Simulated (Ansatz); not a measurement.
Ansatz results at the PBE0-D4/def2-TZVP geometry: size of the dipole moment (ωB97M-V/def2-TZVPP) 1.32 D; HOMO–LUMO gap (B3LYP/def2-TZVPP) 7.80 eV; LUMO energy (ωB97M-V/def2-TZVPP) 2.10 eV.

Which molecule gave them?
A. `C=C[Si](O)(O)O`
B. `C[SiH2]OC(C)=O`
C. `C[SiH](C)[GeH3]`
D. `[SiH3]C[CH2][GeH3]`

C. The others give `C[SiH2]OC(C)=O`: 2.44, 7.67, 2.20; `C=C[Si](O)(O)O`: 1.30, 7.13, 1.66; `[SiH3]C[CH2][GeH3]`: 0.09, 7.84, 1.97.

B3LYP here is the variant with VWN-RPA as its local correlation; programs differ in this.
